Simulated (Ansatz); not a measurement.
Name a neutral molecule of B, Ge, O, Si and H with zero-point energy (PBE0-D4/def2-TZVP) between 163 and 179 kJ/mol and HOMO–LUMO gap (ωB97M-V/def2-TZVPP) between 8.90 and 9.20 eV (Ansatz, PBE0-D4/def2-TZVP geometry).

`O[SiH2][BH][GeH3]` (172.7 kJ/mol, 8.98 eV). Other molecules can fit too; these were computed, each in one conformer that needn't be the lowest.
